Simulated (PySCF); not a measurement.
Si(Cl)3(OSiH3) (Cl3H3OSi2), SMILES [SiH3]O[Si](Cl)(Cl)Cl. Heavy atoms are numbered as in [SiH3:1][O:2][Si:3]([Cl:4])([Cl:5])[Cl:6]. Hydrogens are named by the atom that carries them.

Coordinates come from a PBE0-D3(BJ)/def2-SVP optimisation. The values are those of a single conformer.

Computed with PySCF with r2SCAN/def2-TZVP.

ESP charges are fitted to the potential on shells at 1.4 to 2.0 van der Waals radii. Atomic charges (e), one atom of each kind:

```json
[
 {"atom": "Si1 (SiH3)", "Mulliken": "0.35", "Löwdin": "___", "ESP fit": "0.38", "IAO": "0.89"},
 {"atom": "O2", "Mulliken": "-0.39", "Löwdin": "0.00", "ESP fit": "-0.12", "IAO": "-0.88"},
 {"atom": "Si3", "Mulliken": "0.73", "Löwdin": "___", "ESP fit": "-0.05", "IAO": "1.27"},
 {"atom": "Cl4", "Mulliken": "-0.20", "Löwdin": "0.28", "ESP fit": "-0.01", "IAO": "-0.30"},
 {"atom": "H on Si1", "Mulliken": "-0.03", "Löwdin": "___", "ESP fit": "-0.06", "IAO": "-0.14"}
]
```

Question: Some entries are withheld; supply them. (Estimate from the structure and the level; the computed values follow.)

Answer: 
- Si1 (SiH3), Löwdin: 0.21
- Si3, Löwdin: -0.92
- H on Si1, Löwdin: -0.04

Computed Mayer and Wiberg (Löwdin basis) orders of the bonds:
| bond | Mayer | Wiberg |
|---|---|---|
| Si1–O2 | 1.07 | 1.50 |
| O2–Si3 | 1.24 | 1.65 |
| Si3–Cl4 | 1.19 | 1.86 |
| Si3–Cl5 | 1.22 | 1.88 |
| Si3–Cl6 | 1.19 | 1.86 |
